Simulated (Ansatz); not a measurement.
Correlation energies of CH$_{9}$BNPSi by basis set

```xyz
14

B    -0.477   -1.311    0.680
Si   -0.442    0.594    0.250
C    -1.686    1.487   -0.826
P     1.003   -1.262   -0.616
N     2.325   -1.068    0.382
H    -0.061   -1.658    1.753
H    -1.427   -1.887    0.220
H     0.504    1.534    0.914
H    -2.132    0.788   -1.536
H    -1.251    2.326   -1.370
H    -2.493    1.867   -0.191
H     0.703    0.274   -1.022
H     2.210   -0.866    1.363
H     3.222   -0.820    0.000
```

Total charge 0; spin multiplicity 1. The bonds changed during the relaxation, so this is another structure than the one it started from. Geometry: relaxed with PBE0-D4/def2-TZVP. It is one conformer, not always the lowest. Frozen core, restricted reference, Ansatz. CBS rows extrapolate triple and quadruple zeta; past MP2 they add the triple-zeta difference.

| basis | HF (Eh) | MP2 corr. | CCSD corr. | (T) | CCSD(T) total |
| --- | --- | --- | --- | --- | --- |
| def2-SVP | -751.57703 | -0.64599 | -0.71508 | -0.02394 | -752.31605 |
| def2-TZVPP | -751.94275 | -0.80336 | -0.86355 | -0.03844 | -752.84474 |
| def2-QZVPP | -751.96748 | -0.85816 | – | – | – |
| CBS(def2) | -751.97089 | -0.89875 | -0.95894 | as TZ | -752.96827 |
